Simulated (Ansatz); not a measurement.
Z-matrix (Å, degrees):
```
Ge
C 1 1.936
C 1 1.978 2 109.7
H 1 1.541 2 109.0 3 -118.9
H 1 1.539 2 111.2 3 119.5
C 2 1.328 1 123.1 3 118.7
H 2 1.088 1 117.9 3 -60.5
F 3 1.389 1 109.7 2 59.8
H 3 1.094 1 110.7 2 -59.5
H 3 1.094 1 111.3 2 179.5
H 6 1.087 2 121.9 1 -179.3
H 6 1.087 2 122.0 1 0.8
```

Charge 0, multiplicity 1.

Question: List the PBE/def2-TZVPP orbital energies in eV (Ansatz). (Estimate.)

Answer: The calculation gave: Occupied: -10804.29, -1337.65, -1191.07, -1191.06, -1191.06, -659.68, -270.79, -269.18, -269.15, -162.25, -113.70, -113.68, -113.67, -29.77, -29.54, -29.52, -29.48, -29.46, -29.45, -19.00, -17.08, -14.49, -13.06, -12.00, -11.72, -11.27, -10.26, -9.85, -8.37, -8.05, -7.56, -7.21, -6.61. Lowest empty: -1.41, 0.20, 0.46, 0.67, 1.02, 1.35, 1.72, 1.89.
